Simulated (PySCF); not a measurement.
C₄H₁₃AlOSi (SMILES [CH3][Al]([OH])[Si](C)(C)C), singlet, geometry from GFN2-xTB (such geometries of metal compounds can be far from the true shape), atoms displaced at random by about 0.08 Å a coordinate; R2SCAN/STO-3G, gradient (PySCF).

PySCF was given this input:
```python
from pyscf import gto, scf, dft

mol = gto.M(
    atom='''
Al    0.69819849   -0.35993507    1.16151455
C     0.53706313   -2.09547700    2.24275476
H     0.05261158   -2.78715925    1.79142197
H     0.46176683   -2.04565821    3.30223591
H     1.59395922   -2.44030767    2.28241517
O     1.52982809    0.89602913    1.79610898
H     2.19065270    1.63841127    1.99305253
Si   -0.37096286    0.22492036   -0.74086239
C     0.79532921    0.94490262   -2.25848401
C    -1.93827136    1.42818862   -0.59131402
C    -1.30957037   -1.30402778   -1.87280101
H     0.33213670    1.36962153   -3.01947081
H     1.18172861    1.92645273   -1.83410175
H     1.41764941    0.41008244   -2.65713479
H    -1.52926331    2.33395536   -0.12915272
H    -2.74603099    1.11679651    0.00729557
H    -2.17175906    1.74391924   -1.61677370
H    -2.13425547   -1.82045545   -1.16233430
H    -0.44440335   -2.25847299   -2.03003670
H    -1.78019645   -0.98403844   -2.79343269
''',
    basis='sto-3g',
    verbose=4,
)

mf = dft.RKS(mol)
mf.xc = 'r2scan'
mf.grids.level = 0
mf.kernel()
g = mf.nuc_grad_method()
g.grid_response = False
grad = g.kernel()
```

It wrote (shortened):

```
PySCF version 2.14.0

[INPUT] verbose = 4
[INPUT] num. atoms = 20
[INPUT] num. electrons = 72
[INPUT] charge = 0
[INPUT] spin (= nelec alpha-beta = 2S) = 0
[INPUT] symmetry False subgroup None
[INPUT] Mole.unit = angstrom
[INPUT] Symbol           X                Y                Z      unit          X                Y                Z       unit  Magmom
[INPUT]  1 Al     0.698198490000  -0.359935070000   1.161514550000 AA    1.319403926685  -0.680178704926   2.194944389197 Bohr   0.0
[INPUT]  2 C      0.537063130000  -2.095477000000   2.242754760000 AA    1.014902227302  -3.959877630325   4.238192260965 Bohr   0.0
[INPUT]  3 H      0.052611580000  -2.787159250000   1.791421970000 AA    0.099421477181  -5.266967648048   3.385296896829 Bohr   0.0
[INPUT]  4 H      0.461766830000  -2.045658210000   3.302235910000 AA    0.872612842109  -3.865733761368   6.240321468604 Bohr   0.0
[INPUT]  5 H      1.593959220000  -2.440307670000   2.282415170000 AA    3.012146379525  -4.611513155975   4.313139573853 Bohr   0.0
[INPUT]  6 O      1.529828090000   0.896029130000   1.796108980000 AA    2.890956107766   1.693249655332   3.394154062072 Bohr   0.0
[INPUT]  7 H      2.190652700000   1.638411270000   1.993052530000 AA    4.139733637039   3.096148579701   3.766323433571 Bohr   0.0
[INPUT]  8 Si    -0.370962860000   0.224920360000  -0.740862390000 AA   -0.701018207785   0.425037880239  -1.400027013091 Bohr   0.0
[INPUT]  9 C      0.795329210000   0.944902620000  -2.258484010000 AA    1.502954385767   1.785607166184  -4.267916235609 Bohr   0.0
[INPUT] 10 C     -1.938271360000   1.428188620000  -0.591314020000 AA   -3.662802025488   2.698885346021  -1.117421551416 Bohr   0.0
[INPUT] 11 C     -1.309570370000  -1.304027780000  -1.872801010000 AA   -2.474729340145  -2.464255363025  -3.539080994709 Bohr   0.0
[INPUT] 12 H      0.332136700000   1.369621530000  -3.019470810000 AA    0.627647398917   2.588209586008  -5.705972872019 Bohr   0.0
[INPUT] 13 H      1.181728610000   1.926452730000  -1.834101750000 AA    2.233143426463   3.640468051621  -3.465949992085 Bohr   0.0
[INPUT] 14 H      1.417649410000   0.410082440000  -2.657134790000 AA    2.678969125551   0.774943500093  -5.021257029154 Bohr   0.0
[INPUT] 15 H     -1.529263310000   2.333955360000  -0.129152720000 AA   -2.889888828246   4.410536417361  -0.244063269043 Bohr   0.0
[INPUT] 16 H     -2.746030990000   1.116796510000   0.007295570000 AA   -5.189246500668   2.110439540770   0.013786629223 Bohr   0.0
[INPUT] 17 H     -2.171759060000   1.743919240000  -1.616773700000 AA   -4.104029831943   3.295529746960  -3.055259498400 Bohr   0.0
[INPUT] 18 H     -2.134255470000  -1.820455450000  -1.162334300000 AA   -4.033158318155  -3.440162222472  -2.196493492188 Bohr   0.0
[INPUT] 19 H     -0.444403350000  -2.258472990000  -2.030036700000 AA   -0.839800620339  -4.267895410828  -3.836213385816 Bohr   0.0
[INPUT] 20 H     -1.780196450000  -0.984038440000  -2.793432690000 AA   -3.364083738423  -1.859563147644  -5.278822731507 Bohr   0.0

nuclear repulsion = 429.16140625821
number of shells = 38
number of NR pGTOs = 168
number of NR cGTOs = 56
basis = sto-3g
ecp = {}

******** <class 'pyscf.dft.rks.RKS'> ********
method = RKS
initial guess = minao
damping factor = 0
level_shift factor = 0
DIIS = <class 'pyscf.scf.diis.CDIIS'>
diis_start_cycle = 1
diis_space = 8
diis_damp = 0
SCF conv_tol = 1e-09
SCF conv_tol_grad = None
SCF max_cycles = 50
direct_scf = True
direct_scf_tol = 1e-13
XC library pyscf.dft.libxc version 7.1.2
    S. Lehtola, C. Steigemann, M. J. T. Oliveira, and M. A. L. Marques,  SoftwareX 7, 1–5 (2018)
XC functionals = r2scan
    J. W. Furness, A. D. Kaplan, J. Ning, J. P. Perdew, and J. Sun,  J. Phys. Chem. Lett. 11, 8208–8215 (2020)
    J. W. Furness, A. D. Kaplan, J. Ning, J. P. Perdew, and J. Sun,  J. Phys. Chem. Lett. 11, 9248–9248 (2020)
    J. W. Furness, A. D. Kaplan, J. Ning, J. P. Perdew, and J. Sun,  J. Phys. Chem. Lett. 11, 8208–8215 (2020)
    J. W. Furness, A. D. Kaplan, J. Ning, J. P. Perdew, and J. Sun,  J. Phys. Chem. Lett. 11, 9248–9248 (2020)
radial grids:
    Treutler-Ahlrichs [JCP 102, 346 (1995); DOI:10.1063/1.469408] (M4) radial grids

becke partition: Becke, JCP 88, 2547 (1988); DOI:10.1063/1.454033
pruning grids: <function nwchem_prune>
grids dens level: 0
symmetrized grids: False
atomic radii adjust function: <function treutler_atomic_radii_adjust>
small_rho_cutoff = 0
Set gradient conv threshold to 3.16228e-05
Initial guess from minao.
tot grids = 16744
init E= -757.799187063295
  HOMO = -0.326202991516581  LUMO = -0.0269640861925053  gap/eV = 8.14271
cycle= 1 E= -757.883306983844  delta_E= -0.0841  |g|=  0.8  |ddm|=  5.1
  HOMO = 0.138378971002345  LUMO = 0.187059063246318  gap/eV = 1.32465
cycle= 2 E= -756.703631883831  delta_E= 1.18  |g|= 2.15  |ddm|= 3.63
  HOMO = -0.0894803921368108  LUMO = 0.149662783182588  gap/eV = 6.50742
cycle= 3 E= -758.080164595583  delta_E= -1.38  |g|= 0.304  |ddm|= 2.86
  HOMO = -0.0642395599883141  LUMO = 0.136940161795923  gap/eV = 5.47438
cycle= 4 E= -758.10897156968  delta_E= -0.0288  |g|= 0.116  |ddm|= 0.614
  HOMO = -0.0814548371047377  LUMO = 0.126098163411765  gap/eV = 5.64780
cycle= 5 E= -758.113277358563  delta_E= -0.00431  |g|= 0.0306  |ddm|= 0.19
  HOMO = -0.0809774707220331  LUMO = 0.128687800901059  gap/eV = 5.70528
cycle= 6 E= -758.113639282106  delta_E= -0.000362  |g|= 0.00644  |ddm|= 0.0518
  HOMO = -0.0811958925505627  LUMO = 0.129123747159348  gap/eV = 5.72309
cycle= 7 E= -758.11365492812  delta_E= -1.56e-05  |g|= 0.00148  |ddm|= 0.0113
  HOMO = -0.0816108808594209  LUMO = 0.128992506355515  gap/eV = 5.73081
cycle= 8 E= -758.113655756336  delta_E= -8.28e-07  |g|= 0.000275  |ddm|= 0.00288
  HOMO = -0.0816250680471886  LUMO = 0.128969386948019  gap/eV = 5.73057
cycle= 9 E= -758.113655788246  delta_E= -3.19e-08  |g|= 7.11e-05  |ddm|= 0.000671
  HOMO = -0.0816125873297751  LUMO = 0.128981829548559  gap/eV = 5.73057
cycle= 10 E= -758.113655790018  delta_E= -1.77e-09  |g|= 2.04e-05  |ddm|= 0.000149
  HOMO = -0.0816119551045877  LUMO = 0.128982757834717  gap/eV = 5.73057
cycle= 11 E= -758.113655790163  delta_E= -1.44e-10  |g|= 2.1e-06  |ddm|= 3.45e-05
  HOMO = -0.0816125205281635  LUMO = 0.128982287939716  gap/eV = 5.73058
Extra cycle  E= -758.113655790163  delta_E=    0  |g|= 2.43e-06  |ddm|= 7.93e-06
converged SCF energy = -758.113655790163

******** <class 'pyscf.grad.rks.Gradients'> for <class 'pyscf.dft.rks.RKS'> ********
unit = Eh/Bohr
grid_response = False
--------------- RKS gradients ---------------
         x                y                z
0 Al    -0.0066380923     0.0218729628    -0.0379365159
1 C    -0.1474360922    -0.1366767928    -0.0358336573
2 H     0.0901095089     0.1122763672     0.0630606731
3 H     0.0363672372    -0.0093914218    -0.0253456944
4 H     0.0019440807     0.0018240947     0.0197262833
5 O     0.0069326892     0.0012404777    -0.0132178583
6 H     0.0176104736     0.0244550409     0.0108909416
7 Si     0.0450395958     0.0322137426     0.0990586596
8 C     0.1329454788    -0.1570394163    -0.2280028465
9 C    -0.0829728048    -0.0251622744     0.0214481056
10 C    -0.0531226320     0.0810210667    -0.0965014864
11 H     0.0840070366    -0.0323113897     0.0879933986
12 H    -0.0173571305     0.0347602187     0.0032003114
13 H    -0.1752253005     0.1458226501     0.0805609690
14 H     0.0040125839    -0.0058501501    -0.0052639290
15 H     0.0319408735     0.0192463612    -0.0123741606
16 H     0.0140828090     0.0083481719    -0.0032371479
17 H    -0.0379149133    -0.0280536813     0.0401585390
18 H     0.0638499160    -0.0703020749    -0.0000078514
19 H     0.0003575140    -0.0039251561     0.0144066343
----------------------------------------------
```
